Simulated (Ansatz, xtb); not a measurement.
**Relative energy of two conformers of H6NSSbSi**

Structure a is `N[SiH2][S][SbH2]`, a singlet and structure b is `N[SiH2][S][SbH2]`, a singlet. Both are isolated molecules in the gas phase, relaxed with r2SCAN-D4/def2-SVP.

a (Å):

| atom | x (Å) | y (Å) | z (Å) |
| --- | --- | --- | --- |
| N | -2.1767 | -0.4194 | 1.8992 |
| S | -0.0712 | -2.7108 | 2.8316 |
| Sb | 2.3318 | -2.5085 | 3.3119 |
| Si | -0.5185 | -0.6562 | 2.3085 |
| H | -2.5341 | -0.8115 | 1.0324 |
| H | -2.8812 | -0.4814 | 2.6290 |
| H | -0.2001 | 0.2152 | 3.4773 |
| H | 0.3099 | -0.2717 | 1.1284 |
| H | 2.1884 | -1.0650 | 4.2469 |
| H | 2.6924 | -1.5454 | 1.9259 |

b (Å):

```
atom    x (Å)    y (Å)   z (Å)
   N  -0.9129   1.5256  0.5553
   S   0.5415  -0.3951  2.5965
  Sb   0.5671  -1.4320  0.3335
  Si  -1.0690   0.9484  2.1870
   H  -1.7479   1.7634  0.0270
   H  -0.1342   2.1238  0.2923
   H  -0.9959   1.9763  3.2711
   H  -2.4132   0.2985  2.2182
   H   1.0239  -2.9530  1.0144
   H  -1.0895  -1.9108  0.3651
```

Energies in hartree; the thermal terms are from r2SCAN-D4/def2-SVP harmonic frequencies (ideal gas, rigid rotor, one conformer each, 600 K, 1 atm) and include the zero-point energy:

```
                              a           b
E, CCSD(T)/def2-SVP  −984.052632  −984.052614
    E, MP2/def2-SVP  −983.977742  −983.977771
  E, MP2/def2-TZVPP  −984.655305  −984.653958
  zero-point energy     0.059081     0.059238
       H(600 K) − E     0.084513     0.084409
       G(600 K) − E    −0.025219    −0.023281
```

Task: Correct the CCSD(T) difference for the basis set by the MP2 change, then work out ΔE, ΔE₀, ΔH and ΔG for a → b in kJ/mol (1 Eh = 2625.50 kJ/mol) and the equilibrium ratio [b]/[a].

Result: 1. Differences b − a: CCSD(T) +0.000018, MP2 in the small set −0.000029, MP2 in the large set +0.001347 Eh.
2. ΔE = +0.000018 + (+0.001347 − (−0.000029)) = +0.001394 Eh = +3.66 kJ/mol.
3. ΔE₀ = ΔE + ΔZPE = +0.001394 + (+0.000157) Eh = +4.07 kJ/mol.
4. ΔH = ΔE + (−0.000104) Eh = +3.39 kJ/mol.
5. ΔG = ΔE + (+0.001938) Eh = +8.75 kJ/mol, so ΔS = (ΔH − ΔG)/T = −8.9 J/(mol K).
6. kT = 1.9001 mEh, so K = [b]/[a] = exp(−ΔG/kT) = exp(−1.75) ≈ 0.17.

The sums favour a, but ΔE leans on the basis-set step (CCSD(T) alone has the other sign or is under 1 kcal/mol), so the order isn't settled. An error of 4 kJ/mol in ΔG would change K by a factor of 2.2. Mirror images and further conformers aren't counted.

Other levels gave ΔE = +0.9 (r2SCAN-D4/def2-SVP); +3.7 (HF/def2-SVP); −0.1 (MP2/def2-SVP); 0.0 (CCSD(T)/def2-SVP) kJ/mol. The correlated steps freeze 15 core orbitals; the filled d shell of Sb is correlated, in a basis made for valence electrons. Atoms past krypton carry core potentials in the def2 sets, without spin–orbit terms. Programs: Ansatz 0.2.0.
